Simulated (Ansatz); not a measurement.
Geometry optimisation, RHF/6-31G* in Ansatz 0.2.0.

input.yaml

```yaml
crystal:
  periodic: [false, false, false]
  atoms:
    - { symbol: Si, position_ang: [0.0, 0.0, 0.0] }
    - { symbol: H, position_ang: [0.0, 0.0, 1.46] }
    - { symbol: Si, position_ang: [2.0935, 0.0, -0.7393] }
    - { symbol: H, position_ang: [2.5508, -1.3762, -0.9079] }
    - { symbol: H, position_ang: [2.1573, 0.6939, -2.0222] }
    - { symbol: H, position_ang: [2.951, 0.6823, 0.2255] }
    - { symbol: Si, position_ang: [-1.0456, 1.8115, -0.7393] }
    - { symbol: H, position_ang: [-2.4302, 1.478, -1.0607] }
    - { symbol: H, position_ang: [-1.0215, 2.8436, 0.2931] }
    - { symbol: H, position_ang: [-0.3743, 2.3069, -1.9374] }
    - { symbol: Si, position_ang: [-1.0456, -1.8115, -0.7393] }
    - { symbol: H, position_ang: [-1.7029, -2.4846, 0.3772] }
    - { symbol: H, position_ang: [-2.0454, -1.4265, -1.7311] }
    - { symbol: H, position_ang: [-0.0777, -2.7173, -1.3511] }
basis:
  gaussian: { orbitals: "6-31G*" }
hamiltonian:
  xc: hf
relax:
  f_tol: 0.02
  max_steps: 40
```

Run as:

```bash
$ ansatz run input.yaml --threads 1 --pin off --max-ram 2048MiB --backend cpu --events-out ev --progress --plain --runs-dir out
```

Q: Where does it end, and by what steps?

A: The run converged. The force dipped under the threshold on the way, but the program's further checks kept it going. After 17 steps the energy has fallen by 0.647 eV; H12 moved furthest, 1.12 Å.

| step | energy less start (eV) | largest force component (eV/Å) | accepted |
| --- | --- | --- | --- |
| 0 | 0.0000 | 1.498 | yes |
| 1 | -0.5484 | 0.275 | yes |
| 2 | -0.5657 | 0.140 | yes |
| 3 | -0.5884 | 0.037 | yes |
| 4 | -0.5929 | 0.285 | yes |
| 5 | -0.6042 | 0.131 | yes |
| 6 | -0.6197 | 0.012 | yes |
| 7 | -0.6249 | 0.204 | yes |
| 8 | -0.6235 | 0.249 | no |
| 9 | -0.6338 | 0.064 | yes |
| 10 | -0.6383 | 0.012 | yes |
| 11 | -0.6409 | 0.146 | yes |
| 12 | -0.6425 | 0.106 | yes |
| 13 | -0.6450 | 0.005 | yes |
| 14 | -0.6459 | 0.039 | yes |
| 15 | -0.6464 | 0.069 | yes |
| 16 | -0.6467 | 0.040 | yes |
| 17 | -0.6470 | 0.020 | yes |

```xyz
14
Properties=species:S:1:pos:R:3
Si 0.013 -0.075 -0.011
H 0.040 -0.251 1.462
Si 2.244 0.053 -0.776
H 3.008 -1.137 -0.346
H 2.270 0.119 -2.253
H 2.907 1.262 -0.242
Si -1.155 1.921 -0.485
H -2.564 1.816 -0.050
H -0.528 3.066 0.210
H -1.133 2.187 -1.940
Si -1.093 -1.937 -0.952
H -2.441 -2.089 -0.369
H -1.232 -1.757 -2.413
H -0.327 -3.176 -0.706
```

Time of the run: 56 s on 1 thread of Arm Neoverse V1 (shared host), peak memory 0.2 GiB.
